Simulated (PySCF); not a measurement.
C₃H₁₂Si₃, triplet, at the geometry of the source list (a higher spin typed on purpose: for a closed-shell molecule this is an excited state) (in this run its highest filled SCF level lies above zero, so its values depend strongly on the basis, on diffuse functions most of all); PBE0/STO-3G in PySCF.

PySCF was given this input:
```python
from pyscf import gto, scf, dft

mol = gto.Mole()
mol.atom = '''
    C    -0.724600    1.319600   -1.001900
    Si    1.069300    1.466300   -0.390300
    C     1.776200   -0.286100   -0.182400
    Si    0.749200   -1.391100    0.974300
    C    -1.034700   -1.448200    0.319800
    Si   -1.832500    0.266500    0.128200
    H    -0.725400    0.888900   -2.003200
    H    -1.154000    2.314800   -1.102400
    H     1.877400    2.230900   -1.358000
    H     1.102400    2.174800    0.897000
    H     1.844400   -0.761100   -1.161100
    H     2.796300   -0.221500    0.192100
    H     1.319400   -2.750100    1.020700
    H     0.764700   -0.839700    2.336600
    H    -1.643800   -2.057200    0.985500
    H    -1.044100   -1.955300   -0.645000
    H    -1.959000    0.909100    1.444100
    H    -3.181200    0.139600   -0.454000
'''
mol.basis = 'sto-3g'
mol.charge = 0
mol.spin = 2
mol.verbose = 4
mol.build()

mf = dft.UKS(mol)
mf.xc = 'pbe0'
mf.kernel()
mf.analyze()
```

It wrote (shortened):

```
PySCF version 2.14.0

[INPUT] verbose = 4
[INPUT] num. atoms = 18
[INPUT] num. electrons = 72
[INPUT] charge = 0
[INPUT] spin (= nelec alpha-beta = 2S) = 2
[INPUT] symmetry False subgroup None
[INPUT] Mole.unit = angstrom
[INPUT] Symbol           X                Y                Z      unit          X                Y                Z       unit  Magmom
[...]
nuclear repulsion = 447.321015877159
number of shells = 36
number of NR pGTOs = 162
number of NR cGTOs = 54
basis = sto-3g
ecp = {}

******** <class 'pyscf.dft.uks.UKS'> ********
method = UKS
initial guess = minao
damping factor = 0
level_shift factor = 0
DIIS = <class 'pyscf.scf.diis.CDIIS'>
diis_start_cycle = 1
diis_space = 8
diis_damp = 0
SCF conv_tol = 1e-09
SCF conv_tol_grad = None
SCF max_cycles = 50
direct_scf = True
direct_scf_tol = 1e-13
number electrons alpha = 37  beta = 35
XC library pyscf.dft.libxc version 7.1.2
    S. Lehtola, C. Steigemann, M. J. T. Oliveira, and M. A. L. Marques,  SoftwareX 7, 1–5 (2018)
XC functionals = pbe0
    C. Adamo and V. Barone,  J. Chem. Phys. 110, 6158 (1999)
    M. Ernzerhof and G. E. Scuseria,  J. Chem. Phys. 110, 5029 (1999)
radial grids:
    Treutler-Ahlrichs [JCP 102, 346 (1995); DOI:10.1063/1.469408] (M4) radial grids

becke partition: Becke, JCP 88, 2547 (1988); DOI:10.1063/1.454033
pruning grids: <function nwchem_prune>
grids dens level: 3
symmetrized grids: False
atomic radii adjust function: <function treutler_atomic_radii_adjust>
small_rho_cutoff = 0
Set gradient conv threshold to 3.16228e-05
tot grids = 217592
init E= -977.811988743937

cycle= 1 E= -977.605435778898  delta_E= 0.207  |g|= 0.347  |ddm|= 4.21

cycle= 2 E= -977.476059223871  delta_E= 0.129  |g|= 0.513  |ddm|= 2.85

cycle= 3 E= -977.646365558868  delta_E= -0.17  |g|= 0.209  |ddm|= 2.71

cycle= 4 E= -977.69260276258  delta_E= -0.0462  |g|= 0.0737  |ddm|=  1.7

cycle= 5 E= -977.695641369057  delta_E= -0.00304  |g|= 0.057  |ddm|= 0.608

cycle= 6 E= -977.700433313431  delta_E= -0.00479  |g|= 0.0203  |ddm|= 0.393

cycle= 7 E= -977.702621633413  delta_E= -0.00219  |g|= 0.0153  |ddm|= 0.314

cycle= 8 E= -977.704825211002  delta_E= -0.0022  |g|= 0.0122  |ddm|= 0.371

cycle= 9 E= -977.706916970263  delta_E= -0.00209  |g|= 0.0117  |ddm|= 0.377

cycle= 10 E= -977.708663151411  delta_E= -0.00175  |g|= 0.0118  |ddm|= 0.317

cycle= 11 E= -977.708556381852  delta_E= 0.000107  |g|= 0.0111  |ddm|= 0.0391

cycle= 12 E= -977.708900493487  delta_E= -0.000344  |g|= 0.0106  |ddm|= 0.0624

cycle= 13 E= -977.708193971005  delta_E= 0.000707  |g|= 0.015  |ddm|= 0.181

cycle= 14 E= -977.706767827727  delta_E= 0.00143  |g|= 0.0155  |ddm|= 0.246

cycle= 15 E= -977.706385858877  delta_E= 0.000382  |g|= 0.0117  |ddm|= 0.221

cycle= 16 E= -977.707348109751  delta_E= -0.000962  |g|= 0.00976  |ddm|= 0.185

cycle= 17 E= -977.705720356783  delta_E= 0.00163  |g|= 0.00675  |ddm|= 0.492

cycle= 18 E= -977.704569297161  delta_E= 0.00115  |g|= 0.00443  |ddm|= 0.549

cycle= 19 E= -977.704415339043  delta_E= 0.000154  |g|= 0.00273  |ddm|= 0.185

cycle= 20 E= -977.704313110883  delta_E= 0.000102  |g|= 0.0028  |ddm|= 0.256

cycle= 21 E= -977.70431423438  delta_E= -1.12e-06  |g|= 0.00177  |ddm|= 0.0619

cycle= 22 E= -977.704317219927  delta_E= -2.99e-06  |g|= 0.00177  |ddm|= 0.0484

cycle= 23 E= -977.704321928307  delta_E= -4.71e-06  |g|= 0.000409  |ddm|= 0.0153

cycle= 24 E= -977.704322872802  delta_E= -9.44e-07  |g|= 0.000331  |ddm|= 0.0066

cycle= 25 E= -977.704323100665  delta_E= -2.28e-07  |g|= 0.000231  |ddm|= 0.00402

cycle= 26 E= -977.70432345796  delta_E= -3.57e-07  |g|= 9.57e-05  |ddm|= 0.00561

cycle= 27 E= -977.704323580868  delta_E= -1.23e-07  |g|= 6.16e-05  |ddm|= 0.00329

cycle= 28 E= -977.704323632566  delta_E= -5.17e-08  |g|= 3.92e-05  |ddm|= 0.00314

cycle= 29 E= -977.704323656309  delta_E= -2.37e-08  |g|= 2.51e-05  |ddm|= 0.00254

cycle= 30 E= -977.704323659891  delta_E= -3.58e-09  |g|= 1.42e-05  |ddm|= 0.00109

[...]
converged SCF energy = -977.704323661753  <S^2> = 2.0031074  2S+1 = 3.0020709
Total Energy =                        -977.704323661752824
[...]
 ** Mulliken Spin Density (per AO)  **
spin_pop of  0 C 1s        0.00001
spin_pop of  0 C 2s        0.03509
spin_pop of  0 C 2px       0.10745
spin_pop of  0 C 2py       0.01998
spin_pop of  0 C 2pz       0.03931
spin_pop of  1 Si 1s        0.00000
spin_pop of  1 Si 2s        0.00001
spin_pop of  1 Si 3s        0.01948
spin_pop of  1 Si 2px       0.00006
spin_pop of  1 Si 2py      -0.00000
spin_pop of  1 Si 2pz       0.00003
spin_pop of  1 Si 3px       0.07127
spin_pop of  1 Si 3py       0.00628
spin_pop of  1 Si 3pz       0.02651
spin_pop of  2 C 1s       -0.00000
spin_pop of  2 C 2s       -0.00089
spin_pop of  2 C 2px       0.00876
spin_pop of  2 C 2py      -0.00498
spin_pop of  2 C 2pz      -0.00311
spin_pop of  3 Si 1s        0.00000
spin_pop of  3 Si 2s        0.00002
spin_pop of  3 Si 3s        0.02876
spin_pop of  3 Si 2px       0.00010
spin_pop of  3 Si 2py       0.00002
spin_pop of  3 Si 2pz       0.00000
spin_pop of  3 Si 3px       0.10645
spin_pop of  3 Si 3py       0.01794
spin_pop of  3 Si 3pz       0.01256
spin_pop of  4 C 1s        0.00002
spin_pop of  4 C 2s        0.05254
spin_pop of  4 C 2px       0.13010
spin_pop of  4 C 2py       0.08975
spin_pop of  4 C 2pz       0.02374
spin_pop of  5 Si 1s        0.00000
spin_pop of  5 Si 2s        0.00016
spin_pop of  5 Si 3s        0.21611
spin_pop of  5 Si 2px       0.00011
spin_pop of  5 Si 2py      -0.00002
spin_pop of  5 Si 2pz       0.00005
spin_pop of  5 Si 3px       0.18965
spin_pop of  5 Si 3py       0.00555
spin_pop of  5 Si 3pz       0.07309
spin_pop of  6 H 1s       -0.00232
spin_pop of  7 H 1s       -0.00359
spin_pop of  8 H 1s        0.04139
spin_pop of  9 H 1s       -0.00512
spin_pop of  10 H 1s        0.00490
spin_pop of  11 H 1s        0.01512
spin_pop of  12 H 1s        0.06005
spin_pop of  13 H 1s       -0.00687
spin_pop of  14 H 1s       -0.00804
spin_pop of  15 H 1s       -0.00591
spin_pop of  16 H 1s        0.00651
spin_pop of  17 H 1s        0.63193
 ** Mulliken Spin Density (per atom)  **
spin density of  0 C =      0.20184
spin density of  1 Si =      0.12365
spin density of  2 C =     -0.00023
spin density of  3 Si =      0.16584
spin density of  4 C =      0.29614
spin density of  5 Si =      0.48471
spin density of  6 H =     -0.00232
spin density of  7 H =     -0.00359
spin density of  8 H =      0.04139
spin density of  9 H =     -0.00512
spin density of  10 H =      0.00490
spin density of  11 H =      0.01512
spin density of  12 H =      0.06005
spin density of  13 H =     -0.00687
spin density of  14 H =     -0.00804
spin density of  15 H =     -0.00591
spin density of  16 H =      0.00651
spin density of  17 H =      0.63193
 ** Mulliken pop alpha/beta on meta-lowdin orthogonal AOs **
 ** Mulliken pop       alpha | beta **
In total            37.00000 | 35.00000
 ** Mulliken atomic charges   ( Nelec_alpha | Nelec_beta ) **
charge of  0C =     -0.33446  (     3.26815      3.06631 )
charge of  1Si =      0.52194  (     6.80085      6.67721 )
charge of  2C =     -0.36216  (     3.18097      3.18119 )
charge of  3Si =      0.51420  (     6.82582      6.65998 )
charge of  4C =     -0.32065  (     3.30840      3.01226 )
charge of  5Si =      0.44112  (     7.02180      6.53708 )
charge of  6H =      0.03885  (     0.47941      0.48174 )
charge of  7H =      0.04130  (     0.47755      0.48114 )
charge of  8H =     -0.12557  (     0.58348      0.54209 )
charge of  9H =     -0.12477  (     0.55982      0.56494 )
charge of  10H =      0.03865  (     0.48313      0.47823 )
charge of  11H =      0.04386  (     0.48563      0.47051 )
charge of  12H =     -0.12513  (     0.59259      0.53254 )
charge of  13H =     -0.12518  (     0.55916      0.56602 )
charge of  14H =      0.04136  (     0.47530      0.48334 )
charge of  15H =      0.03958  (     0.47726      0.48317 )
charge of  16H =     -0.13363  (     0.57007      0.56356 )
charge of  17H =     -0.06931  (     0.85062      0.21869 )
Dipole moment(X, Y, Z, Debye): -0.08805, -0.05691, -0.22684
```
